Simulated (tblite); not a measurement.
Compound: C6H7FN2O.
Bonds: C1–C2, C2–O3 (double), C2–C4, C4–C5 (aromatic), C5–N6 (aromatic), N6–C7, N6–N8 (aromatic), N8–C9 (aromatic), C9–F10, C4–C9 (aromatic). Hydrogens: H11, H12, H13 on C1; H14 on C5; H15, H16, H17 on C7.

Computed geometry: GFN2-xTB, gas phase.

(1) What internal coordinates does the optimisation give?

Results:

(1) 
```tsv
bond	length (Å)
C1–C2	1.505
C2=O3	1.211
C2–C4	1.467
C4–C5	1.392
C5–N6	1.336
N6–C7	1.434
N6–N8	1.335
N8–C9	1.313
C9–F10	1.326
C4–C9	1.413
C1–H11, C1–H12, C1–H13	1.088
C5–H14	1.071
C7–H15, C7–H16, C7–H17	1.090
```

Bonds in one row agree within 0.01 Å and their mean is given. A selection of angles:
```tsv
angle	degrees
C2–C1–H11	109.9
H11–C1–H12	107.7
H11–C1–H13	109.7
C1–C2–O3	123.2
C1–C2–C4	115.4
O3–C2–C4	121.3
C2–C4–C5	126.4
C2–C4–C9	131.2
C5–C4–C9	102.4
C4–C5–N6	107.8
C4–C5–H14	129.0
N6–C5–H14	123.2
C5–N6–C7	128.2
C5–N6–N8	112.0
C7–N6–N8	119.8
N6–C7–H15	109.3
H15–C7–H16	109.8
H16–C7–H17	108.4
N6–N8–C9	105.5
N8–C9–F10	120.6
C4–C9–N8	112.3
C4–C9–F10	127.1
```

Dihedral angles: C1–C2–C4–C5 180° (antiperiplanar).

The 3 C–N bonds span 1.313 Å (N8–C9, aromatic) to 1.434 Å (N6–C7, drawn single), a spread of 0.121 Å. The 5-membered ring C4–C5–N6–N8–C9 has internal angles of 102.4° to 112.3° (sum 540°, against 540° for a flat polygon); it is planar, 0.00 Å rms from its mean plane, widest ring torsion 0°. Of the pairs four or more bonds apart, C1···F10 is among the closest relative to their van der Waals radii: 2.95 Å, 93 % of the sum of Bondi's values. The 10 heavy atoms lie in one plane (0.000 Å rms). N6 (pyrrole-type nitrogen) is planar (angles 128.2°, 119.8° and 112.0°, sum 360.0°, 0.00 Å off the plane of its three neighbours). The 4 C–C bonds span 1.392 Å (C4–C5, aromatic) to 1.505 Å (C1–C2, drawn single), a spread of 0.113 Å.

Point group: Cs (tolerance 0.08 Å). GFN2-xTB frequencies show an imaginary mode (35i cm⁻¹), so the point is no minimum at that level.

On one thread of an Arm Neoverse N1, shared host with 64 logical CPUs at a one-minute load of 55, this took 0.35 s wall. That covers the optimisation of the geometry.
